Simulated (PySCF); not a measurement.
**Diatomics of Sb with group 13**

CCSD(T) with double-zeta basis sets in PySCF, for the lowest determinant that a PBE0 search found; no spin–orbit coupling. De refers to high-spin ground-configuration atoms.

```csv
M,basis,"reference, frozen orbitals",state (unpaired electrons),Re (Å),ωe (cm⁻¹),De (eV)
B,x2c-SVPall,"ROHF, 19","triplet (σ ↑, π ↑)",2.079,670,1.92
Al,def2-SVPD,"UHF, 9",triplet (π ↑↑),2.770,251,1.47
Ga,cc-pVDZ-PP,"UHF, 8",triplet (π ↑↑),2.813,172,1.33
In,def2-SVP,"UHF, 8",triplet (π ↑↑),2.985,142,1.25
Tl,def2-SVP,"UHF, 8",triplet (π ↑↑),3.055,119,1.18
```

The shortest bond is that of BSb (2.079 Å), the longest that of TlSb (3.055 Å).

The rows differ in basis set, which adds steps of its own.

The state changes along the series, so neighbouring rows are not always alike in their bonding.

Correlated steps freeze the inner cores (8 to 19 orbitals); shallow outer-core shells are correlated. UHF and ROHF references stand side by side, which adds small steps between rows. Correlated levels converge slowly with the basis: in double zeta they bind strong bonds too weakly, by up to about 1 eV, and carry superposition errors of some tenths. These are scalar-relativistic numbers at best; spin–orbit coupling would shift them, the dissociation energy most. States were picked by a PBE0 search and need not be the measured ground states.
